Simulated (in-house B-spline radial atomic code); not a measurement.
# RPA and G0W0 on PBE0: Br VI (Br5+)

Configuration [Ar] 3d10 4s2, mean-field start PBE0. Computed with a B-spline radial code for spherical atoms: all electrons, non-relativistic, point nucleus, each spin shell either full or empty, empty states to l = 9 with an (l + 1/2)⁻⁴ tail; G0W0 by contour deformation at full frequency.

Command:
```bash
python run_gw.py task.json out
```
Settings (radii: box in bohr, nucleus in fm):
```
Z                        35
electrons                30
configuration            [Ar] 3d10 4s2
hamiltonian              nr
method                   pbe0
lmax                     9
spin_polarised           False
box_radius               10.43
intervals                50
ion_configuration        [Ar] 3d10 4s1
```

Cost of the run: 5.7 s on 1 thread of Intel(R) Xeon(R) Platinum 8488C, on a shared host.

Energies (hartree):

```tsv
term	value
mean-field total	-2567.46648
Hartree-Fock functional on these orbitals	-2566.18902
direct second order	-2.5473
second-order exchange	0.74112
SOSEX correction	0.68218
```

(1) What is the RPA correlation energy, and what remains with SOSEX?

Quasi-particle levels (eV):

```csv
level,occupied,mean field,Σx - vxc,Σc,QP weight,G0W0
4s,yes,-81.16,-3.16,?,?,?
3d,yes,-143.73,-14.32,3.35,0.942,-154.69
4p,no,-63.48,5.69,-1.67,0.964,-59.45
```

G0W0 = mean field + (Σx - vxc) + Σc, with Σc (partial-wave tail included) taken at the quasi-particle energy. Only the outer levels were computed. Levels of low weight are left out.

(2) Where does G0W0 put 4s?

(3) What does it cost to remove one electron (to [Ar] 3d10 4s1) by differences of total energies, each species on its own start (correlation terms add to the Hartree-Fock functional)?

Results:

(1) RPA gives -2.2329 hartree (-2.03 eV per electron); RPA + SOSEX gives -1.5507, and the second-order doubles -1.8062 hartree (no singles). SOSEX takes back 31 % of the RPA value.

(2) At -86.64 eV, with Σc = -2.32 eV and a quasi-particle weight of 0.966. The tabulated removal energy is 87.39 ± 0.025 eV (NIST, measured); the calculation leaves out relativity, Breit and QED terms, and what these don't explain is the method's own error.

(3) PBE0 86.22 eV, Hartree-Fock functional 84.02 eV, + RPA 86.51 eV, + RPA + SOSEX 85.93 eV, + second order 86.77 eV. Tabulated: 87.39 ± 0.025 eV (NIST, measured); the calculation leaves out relativity, Breit and QED terms, and what these don't explain is the method's own error.
